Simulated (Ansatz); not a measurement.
Input for Ansatz (an electronic-structure program): R-wB97X-V/def2-TZVPPD on HCl (SMILES Cl) with ghost functions, monomers drawn apart or pushed together. Files ending in .json are basis or fitting sets from the Basis Set Exchange.

Ansatz 0.2 input:
```yaml
crystal:
  periodic: [false, false, false]
  atoms:
    - {symbol: Cl, position_ang: [-0.11795616, -0.58843122, -0.72128949]}
    - {symbol: H, position_ang: [-0.07378760, -0.40224195, 0.54698815]}
basis:
  gaussian:
    orbitals: def2-TZVPPD.json
    ghost_atoms:
      - {symbol: H, position_ang: [-0.36098712, -0.00656781, 2.57245473]}
      - {symbol: H, position_ang: [0.35752032, -0.20349564, 2.57550061]}
hamiltonian:
  xc: {name: wB97X-V}
scf: {lower_state_search: off}
```

Output:

```
WARN ansatz: RAYON_NUM_THREADS=2 ignored (pool sized by the plan → 2); use --threads N
Functional definition: wB97X-V
these checks for a lower state are left out or cut short: stability, starts, cluster_reference, orbital_swaps, neighbouring_geometries, increment
integrals: 0.03 GiB planned
490 factors; their error is unknown
integrals: 0.06 GiB planned
136 factors; integrals over basis functions are off by at most 5.4e-5 eV
mean field: 0.29 GiB planned
mean field evaluation 1: about -12537.3124 eV, gradient 1.0e1 eV
mean field evaluation 2: about -12537.5503 eV, gradient 6.7e0 eV
mean field evaluation 4: about -12537.6273 eV, gradient 1.7e-1 eV
mean field evaluation 8: about -12537.6503 eV, gradient 2.5e-2 eV
mean field evaluation 16: about -12537.6503 eV, gradient 1.9e-6 eV
mean field -12537.65026361 eV, -460.7501488629 hartree, gradient 1.9e-6 eV, S^2 0.000000; 0 other end points of the search recorded, 0 dependent functions left out
reference -12537.65026135 eV, -460.7501487802 hartree; 9, 9 occupied and 93, 93 virtual orbitals, 490 factors
Total energy: -12537.65026135 eV, -460.7501487802 hartree
Checks for a lower state left out: stability, starts, cluster_reference, orbital_swaps, neighbouring_geometries, increment
```

The run converged.

Cost: roughly 1.4 core-seconds.
